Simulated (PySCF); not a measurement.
BF, charge +1, doublet, at a GFN2-xTB geometry (the spin is typed, not shown lowest); PySCF with M06L/6-31G*.

The PySCF input:
```python
from pyscf import gto, scf, dft

mol = gto.Mole()
mol.atom = '''
    B    -0.00000000   -0.00000000   -0.77004248
    F     0.00000000    0.00000000    0.42780138
'''
mol.basis = '6-31g*'
mol.charge = 1
mol.spin = 1
mol.verbose = 4
mol.build()

mf = dft.UKS(mol)
mf.xc = 'm06l'
mf.kernel()
mf.analyze()
```

Output, abridged:

```
PySCF version 2.14.0

[INPUT] verbose = 4
[INPUT] num. atoms = 2
[INPUT] num. electrons = 13
[INPUT] charge = 1
[INPUT] spin (= nelec alpha-beta = 2S) = 1
[INPUT] symmetry False subgroup None
[INPUT] Mole.unit = angstrom
[INPUT] Symbol           X                Y                Z      unit          X                Y                Z       unit  Magmom
[...]
nuclear repulsion = 19.8798652199962
number of shells = 12
number of NR pGTOs = 54
number of NR cGTOs = 28
basis = 6-31g*
ecp = {}

******** <class 'pyscf.dft.uks.UKS'> ********
method = UKS
initial guess = minao
damping factor = 0
level_shift factor = 0
DIIS = <class 'pyscf.scf.diis.CDIIS'>
diis_start_cycle = 1
diis_space = 8
diis_damp = 0
SCF conv_tol = 1e-09
SCF conv_tol_grad = None
SCF max_cycles = 50
direct_scf = True
direct_scf_tol = 1e-13
number electrons alpha = 7  beta = 6
XC library pyscf.dft.libxc version 7.1.2
    S. Lehtola, C. Steigemann, M. J. T. Oliveira, and M. A. L. Marques,  SoftwareX 7, 1–5 (2018)
XC functionals = m06l
    Y. Zhao and D. G. Truhlar,  J. Chem. Phys. 125, 194101 (2006)
    Y. Zhao and D. G. Truhlar,  J. Chem. Phys. 125, 194101 (2006)
    Y. Zhao and D. G. Truhlar,  Theor. Chem. Acc. 120, 215 (2008)
radial grids:
    Treutler-Ahlrichs [JCP 102, 346 (1995); DOI:10.1063/1.469408] (M4) radial grids

becke partition: Becke, JCP 88, 2547 (1988); DOI:10.1063/1.454033
pruning grids: <function nwchem_prune>
grids dens level: 3
symmetrized grids: False
atomic radii adjust function: <function treutler_atomic_radii_adjust>
small_rho_cutoff = 0
Set gradient conv threshold to 3.16228e-05
tot grids = 28312
init E= -124.808385658918

cycle= 1 E= -124.185388964693  delta_E= 0.623  |g|= 0.35  |ddm|= 1.11

cycle= 2 E= -123.108954963633  delta_E= 1.08  |g|= 1.37  |ddm|= 1.17

cycle= 3 E= -124.23923415853  delta_E= -1.13  |g|= 0.101  |ddm|= 1.02

cycle= 4 E= -124.244083758531  delta_E= -0.00485  |g|= 0.0283  |ddm|= 0.0828

cycle= 5 E= -124.244376328085  delta_E= -0.000293  |g|= 0.016  |ddm|= 0.0348

cycle= 6 E= -123.474037174326  delta_E= 0.77  |g|= 0.869  |ddm|= 1.27

cycle= 7 E= -123.473921788011  delta_E= 0.000115  |g|= 0.869  |ddm|= 0.00118

cycle= 8 E= -123.4791542049  delta_E= -0.00523  |g|= 0.866  |ddm|= 0.0793

cycle= 9 E= -123.479522855982  delta_E= -0.000369  |g|= 0.865  |ddm|= 0.115

cycle= 10 E= -123.469391276684  delta_E= 0.0101  |g|= 0.871  |ddm|= 0.0621

cycle= 11 E= -123.472579985596  delta_E= -0.00319  |g|= 0.869  |ddm|= 0.0221

[...]

cycle= 50 E= -124.244545971326  delta_E= -1.06e-06  |g|= 0.0046  |ddm|= 0.00495
SCF not converged.
SCF energy = -124.244545971326 after 50 cycles  <S^2> = 0.7532463  2S+1 = 2.0032437
**** SCF Summaries ****
Total Energy =                        -124.244545971326360
Nuclear Repulsion Energy =              19.879865219996205
One-electron Energy =                 -205.727504058406396
Two-electron Energy =                   61.603092867083831
Two-electron Coulomb Energy =           75.786194420121603
DFT Exchange-Correlation Energy =      -14.183101553037771
**** MO energy ****
                             alpha | beta                alpha | beta
[...]
To work with the spin densities directly, `use mulliken_meta_spin()` only printing them here.

 ** Mulliken spin pop alpha/beta on meta-lowdin orthogonal AOs **
 ** Mulliken Spin Density (per AO)  **
spin_pop of  0 B 1s        0.00009
spin_pop of  0 B 2s        0.66875
spin_pop of  0 B 3s        0.00343
spin_pop of  0 B 2px       0.02198
spin_pop of  0 B 2py       0.02203
spin_pop of  0 B 2pz       0.29232
spin_pop of  0 B 3px       0.00192
spin_pop of  0 B 3py       0.00192
spin_pop of  0 B 3pz       0.01071
spin_pop of  0 B 3dxy     -0.00000
spin_pop of  0 B 3dyz     -0.00003
spin_pop of  0 B 3dz^2    -0.00095
spin_pop of  0 B 3dxz     -0.00002
spin_pop of  0 B 3dx2-y2   -0.00000
spin_pop of  1 F 1s       -0.00000
spin_pop of  1 F 2s        0.00192
spin_pop of  1 F 3s        0.00008
spin_pop of  1 F 2px      -0.02396
spin_pop of  1 F 2py      -0.02406
spin_pop of  1 F 2pz       0.02306
spin_pop of  1 F 3px       0.00012
spin_pop of  1 F 3py       0.00012
spin_pop of  1 F 3pz      -0.00012
spin_pop of  1 F 3dxy      0.00000
spin_pop of  1 F 3dyz      0.00002
spin_pop of  1 F 3dz^2     0.00065
spin_pop of  1 F 3dxz      0.00002
spin_pop of  1 F 3dx2-y2   -0.00000
 ** Mulliken Spin Density (per atom)  **
spin density of  0 B =      1.02215
spin density of  1 F =     -0.02215
 ** Mulliken pop alpha/beta on meta-lowdin orthogonal AOs **
 ** Mulliken pop       alpha | beta **
[...]
In total             7.00000 | 6.00000
 ** Mulliken atomic charges   ( Nelec_alpha | Nelec_beta ) **
charge of  0B =      0.98354  (     2.51930      1.49715 )
charge of  1F =      0.01646  (     4.48070      4.50285 )

WARN: System has nonzero charge 1; the dipole moment is origin-dependent.
Location of origin: [0. 0. 0.]

Dipole moment(X, Y, Z, Debye):  0.00498,  0.00013, -3.27037
```

The run did not converge; its last values are not results.
